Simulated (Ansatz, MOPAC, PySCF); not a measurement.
Molecule: SbBr2, charge 0, multiplicity 2. SMILES: [Sb]([Br])[Br]
Structure (B3LYP-D3(BJ)/def2-TZVP (Ansatz, a quantum-chemistry and plane-wave program) minimum search):
```
Sb
Br 1 2.5221
Br 1 2.5221 2 99.99
```
Charge 0, spin multiplicity 2.

Unscaled harmonic wavenumbers (cm⁻¹) in rising order, each level at the stationary point that it reaches from this structure (no distance between atoms moves by over 0.3 Å); the order of modes can differ between levels, and a negative number is imaginary. B3LYP-D3(BJ)/def2-TZVP (PySCF, at the structure above): 80, 241, 248.

PM7 (MOPAC): 70, 268, 277. Zero-point energy 0.9 against 0.8 kcal/mol.

HF/3-21G (Ansatz): 80, 234, 236. Zero-point energy 0.8 against 0.8 kcal/mol.
